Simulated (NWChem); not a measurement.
# H3O cation; SMILES [OH3+]

```xyz
4

O      0.0000     0.0000     0.0788
H      0.6693     0.6693    -0.2074
H      0.2450    -0.9143    -0.2074
H     -0.9143     0.2450    -0.2074
```
Atoms are numbered in this order, from 1.

Structure relaxed at the B3LYP/6-31G* (spherical d) level.

Question: List the 4 lowest vertical singlet excitations from PBE/def2-SVPD, TDA (NWChem).

Answer: 
```
state  energy (eV)  oscillator strength  leading excitation (squared amplitude)
-----  -----------  -------------------  --------------------------------------
S1           10.94                0.042                      HOMO → LUMO (0.99)
S2           13.21                0.016                    HOMO → LUMO+1 (0.99)
S3           13.21                0.016                    HOMO → LUMO+2 (0.99)
S4           15.76                0.001                    HOMO → LUMO+4 (0.99)
```
